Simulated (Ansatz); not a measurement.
Consider the ligand exchange at the Al–C bond: `N=[CH][Al]([SH])[Cl]` + `O[SiH3]` → `[SiH3][O][Al]([SH])[Cl]` + `C=N`.

Calculated with Ansatz (gas phase, PBE0-D4/def2-TZVP geometries, no zero-point term in ΔE). CCSD(T)/CBS adds triple-zeta CCSD(T) − MP2 to the extrapolated MP2 energy (def2 sets, frozen cores). This one scheme is used for every species. Functionals use def2-TZVPP. Each species was taken in one conformer, which may not be the lowest.

```json
{"level": "LDA (SPW92)", "ΔE (kcal/mol)": "-35.1"}
{"level": "ωB97M-V", "ΔE (kcal/mol)": "-39.2"}
{"level": "BLYP", "ΔE (kcal/mol)": "-38.0"}
{"level": "PBE0", "ΔE (kcal/mol)": "-37.6"}
{"level": "LC-ωPBE", "ΔE (kcal/mol)": "-39.6"}
{"level": "RPA@PBE/def2-TZVPP", "ΔE (kcal/mol)": "-39.6"}
{"level": "SCS-MP2/def2-TZVPP", "ΔE (kcal/mol)": "-41.5"}
{"level": "CCSD/def2-TZVPP", "ΔE (kcal/mol)": "-41.3"}
```

What does CCSD(T)/CBS give? (An estimate is asked.)

Computed: -40.0 kcal/mol. The listed levels differ from it by 4.9, 0.8, 2.0, 2.4, 0.4, 0.4, -1.5, -1.3 kcal/mol.

Largest T1 diagnostic among the species: 0.012.

Leaving LDA and LC-ωPBE aside and taking each functional with its dispersion term where it has one, the values, not all of them listed here, spread over 7.8 kcal/mol, from BHLYP-D4 to revPBE-D4. From PBE to PBE0 (25 % exact exchange), in def2-TZVPP and without D4, ΔE moves by −2.4 kcal/mol.
